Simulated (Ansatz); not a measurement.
# Which isomer of C2H10AlN gives these data?

These gas-phase data were calculated for one isomer of C2H10AlN at B3LYP-D3(BJ)/6-311G** (harmonic, unscaled wavenumbers; equilibrium rotational constants with average atomic masses):

| Quantity | Value |
| --- | --- |
| rotational constants | 7.701, 3.25, 2.623 GHz |
| all wavenumbers above 1500 cm⁻¹ | 3541, 3476, 3146, 3122, 3063, 3055, 3046, 2996, 1854, 1839, 1652, 1512, 1511 |

Candidates:

(1) `C[CH2][AlH2-][NH3+]`, a singlet
(2) `C[NH2+][AlH2-][CH3]`, a singlet

Question: Which candidate do the data belong to?

Answer: Candidate (2). 2 modes lie between 3250 and 3800 cm⁻¹, one for each N–H bond, while (1) has 3.

The same quantities for all candidates:

```
     rotational constants (GHz)                                                   wavenumbers above 1500 cm⁻¹  E above the lowest, B3LYP-D3(BJ)/6-311G** (kcal/mol)
(1)          7.004, 3.368, 2.59  3573, 3568, 3462, 3059, 3032, 3014, 2988, 2984, 1858, 1845, 1664, 1663, 1514                                                   0.0
(2)          7.701, 3.25, 2.623  3541, 3476, 3146, 3122, 3063, 3055, 3046, 2996, 1854, 1839, 1652, 1512, 1511                                                   2.5
```

Harmonic stretches to hydrogen usually lie a few per cent above observed fundamentals. Each candidate is one conformer. Programs: Ansatz 0.2.0.
